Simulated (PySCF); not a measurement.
BeF⁻: energy against distance

Set-up: PySCF, no relativity, basis sets Be aug-pcseg-1, F aug-pcseg-1. Energies in eV from Be + F⁻ in their ground configurations at the same level. State: ¹Σ⁺ (singlet), closed shell.

| R (Å) | RHF-MP2 | RHF-SCS-MP2 |
| --- | --- | --- |
| 1.253 | -2.391 | -2.359 |
| 1.311 | -2.805 | -2.770 |
| 1.370 | -3.043 | -3.006 |
| 1.413 | -3.136 | -3.098 |
| 1.457 | -3.174 | -3.135 |
| 1.501 | -3.169 | -3.129 |
| 1.559 | -3.113 | -3.072 |
| 1.632 | -2.987 | -2.945 |
| 1.719 | -2.785 | -2.743 |
| 1.836 | -2.478 | -2.435 |

**Question.** Put a parabola through the three lowest points of the RHF-MP2 curve and estimate Re, k and ωe (reduced mass 6.113 u; 1 eV/Å² = 0.16022 mdyn/Å; ωe = 1302.8·√(k/μ) cm⁻¹).

**Answer.** Through R = 1.413, 1.457, 1.501 Å the second-order coefficient is 11.1 eV/Å², so Re ≈ 1.474 Å, k ≈ 3.56 mdyn/Å and ωe ≈ 994 cm⁻¹. A polynomial fit of higher order to the unrounded RHF-MP2 energies gives Re = 1.473 Å, k = 3.25 mdyn/Å, ωe = 950 cm⁻¹; anharmonicity and rounding make the difference.

The higher-order fit for each curve: RHF-MP2: Re = 1.473 Å, ωe = 950 cm⁻¹, De = 3.18 eV; RHF-SCS-MP2: Re = 1.472 Å, ωe = 950 cm⁻¹, De = 3.14 eV.

Correlated steps freeze 1 core orbital. Correlated levels converge slowly with the basis: in double zeta they bind strong bonds too weakly, by up to about 1 eV, and carry superposition errors of some tenths. For an ion De counts to the pair picked by the measured ionisation energies or electron affinities, which need not be the lowest pair at this level.
